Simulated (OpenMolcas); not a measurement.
4s2 4p3 along the 33-electron sequence

- Program: OpenMolcas 26.06
- Method: XMS-CASPT2, IPEA 0.25 Eh, imaginary shift 0.1 Eh
- Basis: ANO-RCC-VTZP
- Scalar Hamiltonian: DKH2, point nucleus
- Spin-orbit coupling: RASSI with atomic mean-field integrals over the reference wave functions, term energies averaged over their components

Active space for each ion: 3 electrons in 3 orbitals (4p); closed shells correlated by CASPT2: 3d 4s.

Computed levels in cm-1 above 4S* 3/2:

| Level | As | Se+ | Br2+ |
| --- | --- | --- | --- |
| 2D* 3/2 | 10930 | 13750 | 15890 |
| 2D* 5/2 | 11160 | 14220 | 16730 |
| 2P* 1/2 | 18720 | 23910 | 28290 |
| 2P* 3/2 | 19020 | 24550 | 29460 |
| weight of 4S* in the lowest level (%) | 100 | 99 | 99 |

Measured, with the error of the calculation in %. Measured levels: As, Se+ from NIST Handbook of Basic Atomic Spectroscopic Data; Br2+ from Moore, Atomic Energy Levels, vol. II, NSRDS-NBS 35 (1971 reprint of NBS Circular 467, 1952).

| Level | As | Se+ | Br2+ |
| --- | --- | --- | --- |
| 2D* 3/2 | 10593 (+3.2) | 13168 (+4.4) |  |
| 2D* 5/2 | 10915 (+2.2) | 13784 (+3.1) |  |
| 2P* 1/2 | 18186 (+2.9) | 23038 (+3.8) | 26915 (+5.1) |
| 2P* 3/2 | 18648 (+2.0) | 23895 (+2.7) | 28579 (+3.1) |

2D* 3/2 changes by a factor of 1.45 over the same range, with steps per unit of Z of +2820, +2140 cm-1.

Term energies are means over components that CASPT2 splits; among the terms shown or strongly mixed into the levels shown the widest spread is 1900 cm-1 (4s2 4p3 2D*, As). With the s shell closed, the reference lacks s² → p² mixing. Computed and measured levels are paired by configuration, term and J; levels that our copy of the source lacks, or whose pairing is in doubt (as where it misses far off the trend of its configuration), stay unpaired and out of the deviations. Only configurations of the active space appear.

* marks odd parity.
